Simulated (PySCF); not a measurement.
## Static response to an electric field

C6H13P2 (charge +1).
Cartesian coordinates in Å at the PBE0-D3(BJ)/def2-SVP level; atoms count from 1:
```
atom  x, y, z in Å
C1     2.8496   -0.5890   -0.2865
C2     1.4740   -0.1257    0.0469
C3     1.1240    1.1295    0.3752
C4    -0.3153    1.4109    0.7179
P5    -1.1334   -0.0944    0.0835
C6    -1.6979    0.1955   -1.6033
P7    -2.7699   -0.9962    1.2292
C8     0.3525   -1.1478    0.0529
H9     3.1653   -1.3969    0.3933
H10    3.5773    0.2295   -0.2128
H11    2.8891   -0.9997   -1.3086
H12    1.8523    1.9435    0.4239
H13   -0.7278    2.3087    0.2294
H14   -0.4867    1.5204    1.8031
H15   -2.0535   -0.7467   -2.0451
H16   -0.8536    0.5861   -2.1911
H17   -2.5160    0.9307   -1.6067
H18   -2.0777   -0.7885    2.4604
H19   -3.4755    0.2445    1.2876
H20    0.3958   -1.8024    0.9415
H21    0.3508   -1.8038   -0.8326
```

Level: CAM-B3LYP/def2-SVPD (PySCF), static field, nuclei fixed, core orbitals frozen in the response. The polarisability tensor in these axes (au):

```
x   131.10   2.03  -9.36
y     2.03 106.36   0.02
z    -9.36   0.02  98.59
```

Problem. What are the eigenvalues, a third of the trace, and Δα (Δα² = ½Σ(αi − αj)² over the three pairs)?

Solution. Principal values 96.06, 106.25 and 133.75 au; mean 112.02 au = 16.60 Å³ = 18.47 × 10⁻⁴⁰ C²·m²/J; Δα = 33.77 au (30 % of the mean).

Problem. Rayleigh depolarisation ratio (linearly polarised light, static tensor)?

Solution. ρ = 3Δα²/(45ᾱ² + 4Δα²) = 3420.6/(564636 + 4560.9) = 0.00601.

Problem. What are the principal values of the traceless quadrupole moment, Θ = ½Σq(3rr − r²1), about the centre of nuclear charge?

Solution. -6.88, -4.25, 11.13 D·Å. The values depend on the origin, since the species is charged. The electronic extent ⟨r²⟩ about the same centre is 1552 bohr², a root-mean-square distance of 2.36 Å for the 78 electrons.

Problem. Form Σ f/ω² (atomic units) for the 10 lowest TDDFT singlets, given as eV and f, and set it beside the mean polarisability, which is this sum over all singlets: 6.25, 0.0365; 6.64, 0.1037; 6.76, 0.1181; 7.01, 0.0044; 7.16, 0.0612; 7.30, 0.0268; 7.38, 0.0106; 7.69, 0.0250; 7.76, 0.0395; 7.86, 0.0310.

Solution. They add up to 6.98 au, 6.2 % of the 112.02 au; the largest single term is 1.91 au, from the state at 6.76 eV. Terms in order: 0.69, 1.74, 1.91, 0.07, 0.88, 0.37, 0.14, 0.31, 0.49, 0.37 au. Higher excitations give the rest. The strengths listed sum to 0.457.

The structure is a single PBE0-D3(BJ)/def2-SVP conformer in the gas phase; no vibrational or solvent corrections.

These values come from a run that also computed excited states and ΔSCF ions. On one thread of an AMD EPYC 9R45, no GPU, shared host with 96 logical CPUs at a one-minute load of 42, this took 2.1 min wall (with the writing of density and orbital grids) and 1.3 GiB of memory at its peak.
